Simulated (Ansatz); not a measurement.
W₂F₂⁺. Charge 1, multiplicity 4. Geometry r2SCAN-D4/def2-TZVP; atoms count from 1.

Cartesian coordinates in Å:
```
W -1.004 -0.445 0.301
W 1.004 0.445 -0.301
F 1.733 -0.802 -1.428
F -1.733 0.802 1.428
```

In the def2 sets W takes a core potential; there is no spin–orbit coupling. At PBE0-D4/def2-TZVP a doublet of charge 1 lies 0.57 eV below the quartet, each at its own geometry. The structure comes from a short search, and lower isomers may exist.

**Question.** Estimate the Mulliken populations from the PBE0/def2-TZVP orbitals of Ansatz.

**Answer.** 
```tsv
atom	charge (e)	spin (α − β)	d electrons
W1	0.80	1.37	4.18
W2	0.80	1.64	4.18
F3	-0.31	0.00	–
F4	-0.30	-0.01	–
```
Mulliken values depend strongly on the basis.

**Question.** Where does the spin sit?

**Answer.** Summed by element: W 3.01, F -0.01, of 3 unpaired in all. Largest on single atoms: W2 1.64, W1 1.37, F4 -0.01.

**Question.** And the Mayer bond orders between heavy atoms (over 0.3)?

**Answer.** W1–W2 3.28 (2.28 Å); W1–F4 1.11 (1.83 Å); W2–F3 1.09 (1.83 Å).
